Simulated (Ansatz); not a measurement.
FH3NO2V (`[NH]=[V]([OH])([OH])[F]`), 8 atoms. Charge 0, multiplicity 1. Correlated methods include outer-core shells of V, which these sets cover unevenly. Scalar relativity is left out up to krypton. Hardware: A = 2 threads of a server CPU on a shared host; B = 2 threads of an AMD EPYC 7R13 on a shared host and a share of an NVIDIA H100 80 GB. Correlated methods freeze the cores. Open-shell runs search over several starts.

Problem. How many basis functions does each run have, and how long does it take in Ansatz? UKS r2SCAN-D4/def2-TZVPP energy of the cation [A]; RHF-CCSD(T)/def2-SVP energy [A]; RKS ωB97M-V/def2-QZVPP energy [B]; direct RPA on PBE orbitals/def2-TZVPP energy [A]; RKS PBE0-D4/def2-TZVP relaxation (11 steps) [A]; UKS B3LYP-D4/def2-TZVPP energy of the cation [A]; UHF-MP2/def2-QZVPP energy of the cation [B]; UKS B2PLYP (frozen core)/def2-TZVPP energy of the cation [A]; RKS PBE0-D4/def2-SVP energy [A]; RHF-CCSD(T)/def2-TZVPP energy [B]; UKS PBE0-D4/def2-TZVPP energy of the cation [A]; RKS revPBE-D4/def2-TZVPP energy [A]. (Estimate.)

Solution. Ansatz gave: Other jobs shared the machine, so times are rough.

```
                                level                        job  functions  wall time  peak host memory (GiB)
             RKS revPBE-D4/def2-TZVPP                 energy [A]        230        5 s                    0.39
                 RKS PBE0-D4/def2-SVP                 energy [A]        102      5.5 s                    0.39
               RKS ωB97M-V/def2-QZVPP                 energy [B]        411      7.5 s                       1
               RHF-CCSD(T)/def2-TZVPP                 energy [B]        230       13 s                    0.97
direct RPA on PBE orbitals/def2-TZVPP                 energy [A]        230       22 s                    0.62
                 RHF-CCSD(T)/def2-SVP                 energy [A]        102       39 s                    0.54
               UKS PBE0-D4/def2-TZVPP   energy of the cation [A]        230       72 s                     1.1
              UKS B3LYP-D4/def2-TZVPP   energy of the cation [A]        230       78 s                     1.1
             UKS r2SCAN-D4/def2-TZVPP   energy of the cation [A]        230      100 s                    0.84
                RKS PBE0-D4/def2-TZVP  relaxation (11 steps) [A]        187      100 s                    0.53
                   UHF-MP2/def2-QZVPP   energy of the cation [B]        411      110 s                     1.1
  UKS B2PLYP (frozen core)/def2-TZVPP   energy of the cation [A]        230      110 s                    0.96
```

B3LYP here is the variant with VWN-RPA as its local correlation; programs differ in this.
